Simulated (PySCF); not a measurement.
Precursor series Hf Cl-NH2. Gas-phase values, no solvent. One relaxed conformer stands for each flexible species; it need not be the lowest.

The LUMO from two functionals at the same geometries (PBE-D3(BJ)/def2-SVP), both in PySCF: PBE-D3(BJ)/def2-TZVP and B3LYP-D3(BJ)/def2-TZVP. B3LYP has the VWN-RPA correlation part, as in Gaussian. 

| species | PBE-D3(BJ)/def2-TZVP (eV) | B3LYP-D3(BJ)/def2-TZVP (eV) |
|---|---|---|
| 1 of 4 Cl replaced by NH2 ([Hf(Cl)3(NH2)]) | -2.60 | -1.95 |
| 2 of 4 Cl replaced by NH2 ([Hf(Cl)2(NH2)2]) | -1.82 | -1.18 |
| 3 of 4 Cl replaced by NH2 ([Hf(Cl)(NH2)3]) | -0.91 | -0.38 |
| 4 of 4 Cl replaced by NH2 ([Hf(NH2)4]) | -0.57 | -0.18 |

Over these rows, drawn at random from the members with no instability flagged (it was tested for open shells, ions and some series alone), PBE minus B3LYP-D3(BJ): mean -0.55 eV, from -0.64 eV to -0.39 eV.
